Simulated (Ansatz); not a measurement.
Cost and result up the ladder for Mg8O8 (started as a model of: 1x4x4 MgO rock-salt block) (16 atoms). Charge 0, multiplicity 1. Geometry: PBE-D4/def2-SVP.

```xyz
16

Mg   -3.500    0.740    1.432
O    -1.905    0.758    2.377
Mg   -0.205    0.124    3.067
O     1.239   -0.896    3.739
O    -2.955    0.933   -0.329
Mg   -1.019    0.997    0.480
O     0.703    0.469    1.279
Mg    2.130   -0.743    2.079
Mg   -2.187    0.575   -2.074
O    -0.290    0.768   -1.343
Mg    1.397    0.130   -0.532
O     2.937   -1.018    0.335
O    -1.615   -0.225   -3.685
Mg    0.169   -0.223   -3.066
O     1.901   -0.748   -2.368
Mg    3.199   -1.641   -1.391
```

Ansatz on 4 threads of Arm Neoverse V2 on a shared host. Times are rough, and most runs start from the orbitals of an earlier one. PBE0-D4/def2-TZVP serves as the yardstick here, not as an exact answer. Differences are given only for rows in sets of like size (and for xTB, whose basis is part of the method), since another set adds its own error. Binding counts from free atoms at the same level (Mg singlet, O triplet; other spins of the atoms weren't run), without zero-point energy or a counterpoise term.

Correlated methods freeze 16 core orbitals; core or outer-core shells of Mg are correlated, in sets that lack core-valence functions. The rows differ in basis, and correlated rows in double-zeta sets carry the largest basis error.

Correlated methods converge slowly with the basis, most of all in double-zeta sets.

```tsv
level	functions	wall time	binding energy per atom (eV)	difference from PBE0-D4/def2-TZVP (eV)
HF/STO-3G	112	1.2 s	2.99	–
PBE-D4/def2-SVP	256	10 s	3.99	–
MP2/def2-SVP	256	15 s	3.89	–
PBE0-D4/def2-SVP	256	17 s	3.79	–
PBE-D4/def2-TZVP (with forces)	504	26 s	3.90	0.19
r2SCAN-D4/def2-TZVP (with forces)	504	45 s	3.93	0.23
PBE0-D4/def2-TZVP	504	53 s	3.71	0.00
```
